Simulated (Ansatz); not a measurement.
A structure relaxed at PBE-D4/def2-SVP in Ansatz, charge 0, singlet:

```xyz
31

C     1.6079   -3.7373    1.2443
C     0.4412   -2.7504    1.2260
C     0.7632   -1.4566    0.4628
C    -0.4154   -0.4995    0.5347
N    -0.2598    0.7921   -0.2455
C     0.9636    1.5401    0.2152
C    -1.4939    1.6610   -0.0242
C    -1.4662    2.6692   -1.1725
C    -0.6802    1.9689   -2.3201
C    -0.2518    0.6097   -1.7442
H     1.9069   -4.0353    0.2162
H     1.3462   -4.6620    1.7976
H     2.5008   -3.2961    1.7358
H    -0.4548   -3.2326    0.7733
H     0.1520   -2.4832    2.2662
H     1.0343   -1.7052   -0.5894
H     1.6573   -0.9913    0.9294
H    -0.5920   -0.1560    1.5901
H    -1.3390   -0.9730    0.1416
H     0.8458    1.6856    1.3223
H     1.0050    2.5137   -0.3030
H     1.8589    0.9466   -0.0377
H    -2.3585    0.9732   -0.1041
H    -1.4392    2.0384    1.0293
H    -0.9697    3.6108   -0.8665
H    -2.4967    2.9392   -1.4712
H    -1.2952    1.8194   -3.2280
H     0.1994    2.5671   -2.6281
H     0.7443    0.2594   -2.0713
H    -0.9943   -0.1824   -1.9652
Br   -0.5201    1.5664    3.2863
```

(1) Give its formula, name or SMILES.

(2) Summarise the bond lengths by kind (pairs closer than 1.2 times the sum of covalent radii, bridged metal pairs left out).

## Answers

(1) N-butyl-N-methylpyrrolidinium bromide, `CCCC[N+]1(C)CCCC1.[Br-]`.

(2) 6 × C–C 1.52 to 1.56 Å; 4 × C–N 1.51 to 1.53 Å; 20 × C–H 1.10 to 1.12 Å.
